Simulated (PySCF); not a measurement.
An element was calculated at PBE0 (PySCF 2.14, spin-free X2C, a triple-zeta basis, no spin-orbit coupling), in the ground configurations that NIST lists.

```
first ionisation energy  : 5.848 eV
second ionisation energy : 11.747 eV
third ionisation energy  : 23.100 eV
```

Task: Which element is it?

Result: Holmium (Ho, Z = 67), in x2c-TZVPPall. NIST lists 6.021, 11.781 ± 0.02, 22.79 ± 0.03 eV for these ionisation energies.
